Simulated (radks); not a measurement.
The mean radii <r> (bohr) of the occupied orbitals of an atom or ion are listed with their occupations. Method: scalar-relativistic Kohn-Sham, exchange-only LDA, spin-polarised, spherical densities, point nucleus; computed with a radial shooting solver on a logarithmic mesh with Libxc functionals.

| orbital | occ. | <r> |
|---|---|---|
| 1s down | 1 | 0.01774 |
| 1s up | 1 | 0.01774 |
| 2s up | 1 | 0.07495 |
| 2s down | 1 | 0.07495 |
| 2p up | 3 | 0.06731 |
| 2p down | 3 | 0.06731 |
| 3s up | 1 | 0.1937 |
| 3s down | 1 | 0.1936 |
| 3p up | 3 | 0.1942 |
| 3p down | 3 | 0.1940 |
| 3d up | 5 | 0.1758 |
| 3d down | 5 | 0.1756 |
| 4s up | 1 | 0.4147 |
| 4s down | 1 | 0.4150 |
| 4p up | 3 | 0.4340 |
| 4p down | 3 | 0.4346 |
| 4d up | 5 | 0.4445 |
| 4d down | 5 | 0.4453 |
| 4f up | 4 | 0.4333 |

Name the element and its charge. Open shells, if any, are filled with parallel spins first.

Answer. Z = 76, osmium, charge +26: Os26+ in [Kr] 4d10 4f4. The 1s radius gives Z: for a bare nucleus <r> = (2 gamma + 1)/(2Z) with gamma = sqrt(1 - (Z/c)^2), 0.01753 bohr for Z = 76, and screening makes it slightly larger (0.01774 here). The occupations add up to 50, and the charge is Z minus that.
